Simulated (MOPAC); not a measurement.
A run for MOPAC: PM6 on GeHI (SMILES [GeH][I]), a point of a bond scan (R = 1.922 Å).

```
PM6 1SCF PRECISE CHARGE=0 THREADS=1
GeHI

Ge    -0.91057453 1    -0.75513755 1     1.05678619 1
H     -2.13480428 1    -1.33750701 1    -0.30520128 1
I      0.58621040 1     0.47933673 1    -0.63658405 1
```

The log:

```
*******************************************************************************
 **                                                                           **
 **                              MOPAC v23.2.5                                **
 **                                                                           **
 *******************************************************************************
 ** MOPAC's Digital Object Identifier: https://doi.org/10.5281/zenodo.6511958 **
 **                                                                           **
 ** Please cite the open-source release paper for use of this MOPAC version:  **
 ** J. E. Moussa and J. J. P. Stewart (2026)                                  **
 ** MOPAC: An open-source semiempirical molecular orbital program             **
 ** J. Open Source Softw., 11(119), 8025, https://doi.org/10.21105/joss.08025 **
 *******************************************************************************

                              PM6 CALCULATION RESULTS

 *******************************************************************************
 *  PM6        - The PM6 Hamiltonian to be used
 *
 *
 *
 *                 CHARGE ON SYSTEM = 0
 *
 *
 *
 *  PRECISE    - TIGHTER CRITERIA TO BE USED
 *  1SCF       - DO 1 SCF AND THEN STOP
 *  THREADS=1  - MULTI-THREADING NOT USED
 *  T=         - A TIME OF 172800.0 SECONDS REQUESTED
 *  DUMP=N     - RESTART FILE WRITTEN EVERY 7200.0 SECONDS REQUESTED
 *******************************************************************************
PM6 1SCF PRECISE CHARGE=0 THREADS=1
 GeHI

   ATOM   CHEMICAL          X               Y               Z
  NUMBER   SYMBOL      (ANGSTROMS)     (ANGSTROMS)     (ANGSTROMS)

     1      Ge         -0.91057453  *  -0.75513755  *   1.05678619  *
     2       H         -2.13480428  *  -1.33750701  *  -0.30520128  *
     3       I          0.58621040  *   0.47933673  *  -0.63658405  *



          CARTESIAN COORDINATES

    NO.       ATOM           X           Y           Z

     1        Ge         -0.9106     -0.7551      1.0568
     2         H         -2.1348     -1.3375     -0.3052
     3         I          0.5862      0.4793     -0.6366

 General Reference for PM6:
 "Optimization of Parameters for Semiempirical Methods V: Modification of NDDO Approximations
 and Application to 70 Elements", J. J. P. Stewart, J. Mol. Mod., 13, 1173-1213 (2007)
 URL: https://link.springer.com/article/10.1007/s00894-007-0233-4

           Empirical Formula: H Ge I  =     3 atoms



      MOLECULAR POINT GROUP   :   Cs


      RHF CALCULATION, NO. OF DOUBLY OCCUPIED LEVELS = 6


 -------------------------------------------------------------------------------
 PM6 1SCF PRECISE CHARGE=0 THREADS=1
 GeHI



     1SCF WAS SPECIFIED, SO BFGS WAS NOT USED
     SCF FIELD WAS ACHIEVED


                              PM6 CALCULATION
                                                       MOPAC v23.2.5 Linux




          FINAL HEAT OF FORMATION =         67.76584 KCAL/MOL =     283.53230 KJ/MOL


          COSMO AREA              =        111.73 SQUARE ANGSTROMS
          COSMO VOLUME            =        102.33 CUBIC ANGSTROMS

          IONIZATION POTENTIAL    =          8.608606 EV
          HOMO LUMO ENERGIES (EV) =         -8.609 -2.281
          NO. OF FILLED LEVELS    =          6
          MOLECULAR WEIGHT        =        200.5024         POINT GROUP:  Cs

          MOLECULAR DIMENSIONS (Angstroms)

            Atom       Atom       Distance
            I     3    H     2     3.28856
            H     2   Ge     1     1.50300
            I     3   Ge     1     0.00000


          SCF CALCULATIONS        =          1





   ATOM   CHEMICAL          X               Y               Z
  NUMBER   SYMBOL      (ANGSTROMS)     (ANGSTROMS)     (ANGSTROMS)

     1      Ge         -0.91057453  *  -0.75513755  *   1.05678619  *
     2       H         -2.13480428  *  -1.33750701  *  -0.30520128  *
     3       I          0.58621040  *   0.47933673  *  -0.63658405  *

                             CARTESIAN COORDINATES

   1   Ge       -0.910574530    -0.755137550     1.056786190
   2    H       -2.134804280    -1.337507010    -0.305201280
   3    I        0.586210400     0.479336730    -0.636584050


           Empirical Formula: H Ge I  =     3 atoms



      MOLECULAR POINT GROUP   :   Cs


                  EIGENVALUES
 -19.92572 -15.89911 -10.75146 -10.04392  -9.67159  -8.60861  -2.28084  -1.25410
   1.23922 112.75915 112.77550 112.88550 113.30742 113.31578


              NET ATOMIC CHARGES AND DIPOLE CONTRIBUTIONS

  ATOM NO.   TYPE          CHARGE      No. of ELECS.   s-Pop       p-Pop       d-Pop
    1         Ge           0.295578        3.7044     1.82181     1.88261
    2          H           0.005093        0.9949     0.99491
    3          I          -0.300671        7.3007     1.96663     5.33169     0.00235
 DIPOLE           X         Y         Z       TOTAL
 POINT-CHG.    -2.192    -1.797     2.412     3.722
 HYBRID         0.407     0.617    -2.271     2.389
 SUM           -1.785    -1.180     0.141     2.144


          ATOMIC ORBITAL ELECTRON POPULATIONS

     Atom    s        px        py        pz      x^2-y^2     xz        z^2       yz        xy
    1 Ge   1.82181   0.58835   0.28811   1.00616
    2  H   0.99491
    3  I   1.96663   1.78604   1.79973   1.74592   0.00015   0.00081   0.00030   0.00058   0.00052

 **********************
 *                    *
 * JOB ENDED NORMALLY *
 *                    *
 **********************




 == MOPAC DONE ==
```

The run finished.

Cost: roughly 0.04 core-seconds.
